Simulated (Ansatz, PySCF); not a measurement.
CH3FO3Si, SMILES O=CO[Si@@H](O)F. Atoms are numbered in the order given.

```xyz
9

O      1.2032     1.6567     0.2590
C      1.5313     0.6232     0.7824
O      0.8008    -0.4932     0.7813
Si    -0.6968    -0.5988    -0.0285
O     -1.4932     0.8224     0.0399
F     -0.3204    -1.0157    -1.5421
H      2.4843     0.4844     1.3317
H     -1.4598    -1.6796     0.6010
H     -0.9117     1.5905    -0.0733
```

The structure is a stationary point at ωB97X-D3(BJ)/def2-SVP. The structure was generated by enumeration; whether it is a known compound was not checked. The values are those of a single conformer.

Two levels are set side by side: PBE-D3(BJ)/def2-SVP (Ansatz, a program for electronic structure) and ωB97X-D3(BJ)/def2-SVP (PySCF). Each level has its own optimised geometry; the coordinates shown are those of the second. Frequencies come from the Hessian of PySCF at each geometry. Differences are taken from unrounded values.

```csv
quantity,ωB97X-D3(BJ),PBE-D3(BJ),PBE-D3(BJ) minus ωB97X-D3(BJ)
mean bond length (Å),1.379,1.393,0.014
bond O1–C2 (Å),1.204,1.218,0.014
bond C2–O3 (Å),1.334,1.342,0.007
bond O3–Si4 (Å),1.706,1.731,0.025
bond Si4–O5 (Å),1.631,1.642,0.012
bond Si4–F6 (Å),1.614,1.626,0.012
bond C2–H7 (Å),1.109,1.118,0.010
bond Si4–H8 (Å),1.465,1.479,0.014
bond O5–H9 (Å),0.970,0.989,0.018
highest harmonic wavenumber (cm⁻¹),3826,3507,-320
mean harmonic wavenumber (cm⁻¹),1093,1044,-49
zero-point energy (kcal/mol),32.80,31.34,-1.46
```

Exact exchange shortens and stiffens bonds; PBE has none. Differences between two approximate levels are no errors against the true value.
